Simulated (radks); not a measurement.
Results of a calculation; reference values are marked as such.
Problem. All-electron atom: Zr in [Kr] 4d2 5s2. Code: a radial shooting solver on a logarithmic mesh with Libxc functionals. Model: non-relativistic Kohn-Sham, exchange-only LDA, spin-unpolarised, spherical densities, point nucleus; relativity is left out, which matters for an element this heavy. Some entries of the table are withheld. Estimate them.

| orbital | occ. | eigenvalue (Ry) | <r> (bohr) | <r^2> (bohr^2) |
|---|---|---|---|---|
| 1s | 2 | -1278.400 | 0.03819 | 0.001952 |
| 2s | 2 | -174.3342 | (1) | 0.03302 |
| 2p | 6 | -159.8764 | (2) | 0.02521 |
| 3s | 2 | -28.34205 | 0.4712 | 0.2544 |
| 3p | 6 | -22.91005 | 0.4679 | (3) |
| 3d | 10 | -12.97110 | 0.4520 | 0.2470 |
| 4s | 2 | -3.74632 | 1.240 | 1.747 |
| 4p | 6 | -2.28375 | 1.381 | 2.192 |
| 5s | 2 | -0.26208 | 3.872 | 17.22 |
| 4d | 2 | -0.22307 | 2.289 | 6.601 |

Solution. 
(1) 2s <r> (bohr): 0.1676
(2) 2p <r> (bohr): 0.1438
(3) 3p <r^2> (bohr^2): 0.2550
